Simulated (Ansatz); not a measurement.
[As7]3- (As₇³⁻). Total charge -3; singlet. Geometry r2SCAN-D4/def2-SVPD; atoms count from 1.

```xyz
7

As   -0.791    1.690    0.411
As    0.113    0.410    2.295
As    0.904   -1.488    1.132
As    1.591   -0.601   -1.192
As    1.122    1.713   -1.120
As   -0.698   -1.750   -0.874
As   -2.241    0.026   -0.652
```

A multiply charged anion in the gas phase is held together partly by the finite basis. The highest occupied level of the charge -3 singlet lies above zero (up to 7.25 eV). The electron is either unbound and held by the finite basis, or the level is raised by self-interaction error.

Estimate the Mulliken populations from the PBE0/def2-SVP orbitals of Ansatz.


| atom | charge (e) |
| --- | --- |
| As1 | -0.28 |
| As2 | -0.57 |
| As3 | -0.34 |
| As4 | -0.34 |
| As5 | -0.57 |
| As6 | -0.34 |
| As7 | -0.57 |
Mulliken values depend strongly on the basis.

And the Mayer bond orders between heavy atoms (over 0.3)?

As1–As2 0.98 (2.45 Å); As1–As5 0.98 (2.45 Å); As1–As7 0.98 (2.45 Å); As2–As3 1.22 (2.36 Å); As3–As4 0.77 (2.58 Å); As3–As6 0.77 (2.58 Å); As4–As5 1.22 (2.36 Å); As4–As6 0.77 (2.58 Å); As6–As7 1.22 (2.36 Å).
